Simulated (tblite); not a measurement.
C7H7FOP (charge +1).
Cartesian coordinates in Å at the GFN2-xTB level; atoms count from 1:
```xyz
17
C7H7FOP angstrom
C      2.8841    1.1994    0.1781
C      2.0462    0.0037    0.2166
C      1.7397   -1.1257    0.8692
F      2.0309   -1.8355    1.9152
P      0.6858   -0.9211   -0.5537
C     -1.0084   -0.4367   -0.3678
C     -2.1677   -0.6633   -1.0766
C     -3.1743    0.0139   -0.3638
C     -2.5608    0.5980    0.7110
O     -1.2539    0.3346    0.7174
H      3.5109    1.1990   -0.7140
H      2.2691    2.0987    0.1438
H      3.5189    1.2284    1.0626
H      0.9127   -1.7116   -1.6633
H     -2.2783   -1.2343   -1.9764
H     -4.2135    0.0608   -0.6159
H     -2.9485    1.2037    1.5078
```

All values are computed: GFN2-xTB (tblite) harmonic vibrations without scaling, gas phase. Errors from tens to a few hundred cm⁻¹ against measured bands are possible. Modes of hydrogen on phosphorus can be 10 to 20 % off. One conformer, not necessarily the lowest.

Harmonic wavenumbers (cm⁻¹): 33.9, 63.3, 66.1, 83.4, 189.6, 198.2, 228.4, 313.8, 328.7, 366.3, 457.6, 477.6, 570.0, 594.2, 663.7, 692.7, 793.2, 795.9, 837.6, 851.5, 863.0, 885.2, 917.3, 990.7, 1028.9, 1040.2, 1077.7, 1104.8, 1185.0, 1199.7, 1237.9, 1360.2, 1369.6, 1397.0, 1398.9, 1414.9, 1516.7, 1802.8, 2344.6, 3003.2, 3018.4, 3028.9, 3163.7, 3178.9, 3197.6.

A = 2240, B = 662.9, C = 643.2 MHz; mass 157.022 u (most abundant isotopes); point group C1, symmetry number 1.

Task: What is the zero-point energy?

Result: Half the sum of the wavenumbers: 25666 cm⁻¹ = 307.03 kJ/mol.

Task: What is S at 400 K and 1 bar for an ideal gas of classical rigid rotors and harmonic oscillators?

Result: Translation 178.03, rotation 130.02, vibration 182.44: S = 490.5 J/(mol K).

Task: And Cp and H(400 K) − H(0)?

Result: Cp = 205.31 J/(mol K), of which vibrations give 172.05 (their classical limit is 45 R = 374.2); H(400 K) − H(0) = 49.42 kJ/mol without the zero-point energy, 36.12 from vibrations.

Task: Blend soft modes into free rotors: weight 1/[1 + (100 cm⁻¹/ν̃)⁴] for the oscillator and the rest for a rotor with moment μB/(μ + B), μ = h/(8π²ν), B = 10⁻⁴⁴ kg m². What vibrational entropy results?

Result: 161.96 J/(mol K) in place of 182.44, which changes −T·S at 400 K by +8.19 kJ/mol.

Task: What must be added to the electronic energy to get the Gibbs energy at 400 K and 1 bar?

Result: ZPE + [H(400 K) − H(0)] − T·S = 307.03 + 49.42 − 196.19 = 160.26 kJ/mol.

Task: Which modes carry the vibrational entropy at 400 K?

Result: 33.9 cm⁻¹: 25.82; 63.3 cm⁻¹: 20.64; 66.1 cm⁻¹: 20.28; 83.4 cm⁻¹: 18.36; 189.6 cm⁻¹: 11.66; 198.2 cm⁻¹: 11.30 J/(mol K); the other 39 give 74.40 together.

Task: How do the functions run with temperature in this model?

Result: 
| T (K) | S (J/(mol K)) | Cp (J/(mol K)) | H − H(0) (kJ/mol) | G − H(0) (kJ/mol) | ln q(vib) |
| --- | --- | --- | --- | --- | --- |
| 150 | 346.4 | 103.2 | 10.59 | -41.36 | 4.04 |
| 250 | 408.8 | 145.2 | 22.99 | -79.21 | 6.94 |
| 298.15 | 436.1 | 165.6 | 30.47 | -99.55 | 8.29 |
| 600 | 585.4 | 262.4 | 96.63 | -254.62 | 16.37 |
| 900 | 702.3 | 312.8 | 183.65 | -448.45 | 23.64 |

q(vib) and H(0) count from the zero-point level.

Hindered rotation and anharmonicity are outside this model. Other conformers, if any are populated, would add a mixing term that is left out. The structure is chiral; the term R ln 2 for an equal mix with its mirror image is left out.
